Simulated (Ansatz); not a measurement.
The same path of CH4 + H6OSi2 (14 atoms, charge 0, multiplicity 1) was run twice with different band settings. Lost on the way: Si1–H2, H7–C8. Made: Si1–C8, H2–H7.

Computed with RKS B3LYP-D4/def2-SVP (Ansatz 0.2.0).

Relaxed end points:

```xyz
14
Properties=species:S:1:pos:R:3
Si -0.366 1.544 1.207
H 1.104 1.758 1.062
O -0.744 -0.054 0.974
Si -0.334 -1.653 1.131
H -1.092 2.361 0.197
H -0.781 1.971 2.575
H 1.256 -0.551 -1.571
C 0.570 0.097 -2.137
H 1.148 -1.820 1.065
H -0.821 -2.175 2.441
H -0.970 -2.423 0.028
H 0.751 1.147 -1.861
H -0.469 -0.168 -1.898
H 0.747 -0.033 -3.213
```

```xyz
14
Properties=species:S:1:pos:R:3
Si -0.640 1.144 0.035
H 2.494 -0.366 0.281
O -0.834 -0.432 0.526
Si -0.406 -1.722 1.470
H -1.904 1.884 0.323
H 0.469 1.773 0.816
H 2.480 -0.732 -0.385
C -0.264 1.194 -1.798
H 0.714 -1.354 2.387
H -1.577 -2.154 2.284
H 0.028 -2.855 0.604
H -0.151 2.236 -2.143
H -1.079 0.729 -2.376
H 0.669 0.655 -2.025
```

Common settings: spring 5.0 eV/Å²; optimiser quadratic models (default); start path through a guess of the saddle point; force threshold 0.05 eV/Å; iteration limit 60; end points relaxed.

| run | movable images | climbing image |
| --- | --- | --- |
| 1 | 5 | yes |
| 2 | 8 | no |

(1) What does each run give, and how far can it be trusted?

Answers

(1) Run 1: converged after 37 iterations, highest image 3.264 eV above the first end. Neighbouring images differ by up to 3.1 eV, so the band resolves the path poorly. A vibrational analysis at the climbing image gives one clearly imaginary mode, 1560i cm⁻¹: a first-order saddle point.
Run 2: converged after 18 iterations, highest image 2.244 eV above the first end. Neighbouring images differ by up to 1.7 eV, so the band resolves the path poorly. No image climbed, so the highest image needn't sit at the top of the path.
The orbitals stay closed-shell, which can raise the energy where a bond breaks towards radicals; this wasn't checked here.
